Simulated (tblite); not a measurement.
Compound: C5H14PSi (charge +1).
Atom-mapped SMILES: `[CH2:1]=[CH:2][CH2:3][P@@H+:4]([CH3:5])[CH2:6][SiH3:7]` (hydrogens: H8, H9 on C1; H10 on C2; H11, H12 on C3; H13 on P4; H14, H15, H16 on C5; H17, H18 on C6; H19, H20, H21 on Si7)

Computed geometry: GFN2-xTB, gas phase.

Task: What internal coordinates does the optimisation give?

Result: 
| bond | length (Å) | order |
| --- | --- | --- |
| C1=C2 | 1.320 | double |
| C2–C3 | 1.504 | single |
| C3–P4 | 1.817 | single |
| P4–C5 | 1.806 | single |
| P4–C6 | 1.793 | single |
| C6–Si7 | 1.950 | single |
| C1–H8 | 1.076 | single |
| C1–H9 | 1.078 | single |
| C2–H10 | 1.082 | single |
| C3–H11 | 1.094 | single |
| C3–H12 | 1.095 | single |
| P4–H13 | 1.382 | single |
| C5–H14, C5–H15, C5–H16 | 1.091 | single |
| C6–H17 | 1.092 | single |
| C6–H18 | 1.092 | single |
| Si7–H19, Si7–H20, Si7–H21 | 1.460 | single |

Bonds in one row agree within 0.01 Å and their mean is given. Orders are formal, as drawn. A selection of angles:
| angle | degrees |
| --- | --- |
| C2–C1–H8 | 121.5 |
| C2–C1–H9 | 122.2 |
| H8–C1–H9 | 116.3 |
| C1–C2–C3 | 123.8 |
| C1–C2–H10 | 120.9 |
| C3–C2–H10 | 115.4 |
| C2–C3–P4 | 109.5 |
| C2–C3–H11 | 110.9 |
| C2–C3–H12 | 111.2 |
| P4–C3–H11 | 108.2 |
| P4–C3–H12 | 108.2 |
| H11–C3–H12 | 108.8 |
| C3–P4–C5 | 109.5 |
| C3–P4–C6 | 112.9 |
| C3–P4–H13 | 106.5 |
| C5–P4–C6 | 112.5 |
| C5–P4–H13 | 106.0 |
| C6–P4–H13 | 109.0 |
| P4–C5–H14 | 109.6 |
| H14–C5–H15 | 109.2 |
| P4–C6–Si7 | 114.4 |
| P4–C6–H17 | 107.3 |
| P4–C6–H18 | 107.2 |
| Si7–C6–H17 | 109.6 |
| Si7–C6–H18 | 110.7 |
| H17–C6–H18 | 107.3 |
| C6–Si7–H19 | 106.3 |
| H19–Si7–H20 | 111.3 |
| H19–Si7–H21 | 113.8 |
| H20–Si7–H21 | 114.5 |

Torsions: C1–C2–C3–P4 -115° (anticlinal); C2–C3–P4–C5 60° (synclinal); C3–P4–C6–Si7 71° (synclinal).

C2 (alkene CH carbon) is planar (angles 123.8°, 120.9° and 115.4°, sum 360.0°, 0.01 Å off the plane of its three neighbours). C1 (terminal =CH2 carbon) is planar (angles 122.2°, 121.5° and 116.3°, sum 360.0°, 0.01 Å off the plane of its three neighbours). Of the pairs four or more bonds apart, C2···H14 is among the closest relative to their van der Waals radii: 2.92 Å, 101 % of the sum of Bondi's values. P4 (phosphonium phosphorus) is distorted tetrahedral (angles from 106.0° to 112.9°). Si7 (SiH3 silicon) is distorted tetrahedral (angles from 104.9° to 114.5°). The 3 C–P bonds span 1.793 Å (P4–C6, drawn single) to 1.817 Å (C3–P4, drawn single), a spread of 0.024 Å. The 2 C–C bonds span 1.320 Å (C1=C2, drawn double) to 1.504 Å (C2–C3, drawn single), a spread of 0.184 Å.

Point group: C1 (no symmetry element, even within 0.4 Å). Its GFN2-xTB frequencies are all real (lowest 28 cm⁻¹). 3 starts were optimised and ended at 0.00, 0.27 and 0.37 kcal/mol (GFN2-xTB); the lowest of these is shown.

One conformer stands for the species.
